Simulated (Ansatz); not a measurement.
`[OH][In]([F])[CH2]F`. Charge 0, multiplicity 1. In: def2 effective core potential. Geometry: relaxed with PBE0-D4/def2-TZVP. It is one conformer, not always the lowest.

```xyz
8

O     1.905   -0.611    1.475
In    0.092   -0.201    0.831
F    -1.138   -0.362    2.338
C    -0.789    0.357   -1.065
F     0.166    0.412   -2.059
H     2.573   -0.554    0.787
H    -1.549   -0.378   -1.340
H    -1.260    1.338   -0.969
```

What is the dipole moment at B3LYP/def2-TZVPP? (Estimate.)

The calculation gave: 3.41 D, with components (-0.05, 0.79, -3.32) D in this frame, pointing from negative to positive charge.

And with PBE, r2SCAN, ωB97M-V? (Estimate.)

Computed: PBE 3.34 D, r2SCAN 3.40 D, ωB97M-V 3.34 D.

Give the Mulliken charges with B3LYP, PBE, r2SCAN in def2-TZVPP. (An estimate is asked.)

Computed: 
```csv
atom,B3LYP,PBE,r2SCAN
O1,-0.49,-0.44,-0.50
In2,0.91,0.78,0.88
F3,-0.50,-0.45,-0.49
C4,-0.12,-0.13,-0.04
F5,-0.23,-0.19,-0.22
H6,0.17,0.17,0.19
H7,0.13,0.12,0.10
H8,0.12,0.12,0.09
```

B3LYP here is the variant with VWN-RPA as its local correlation; programs differ in this.
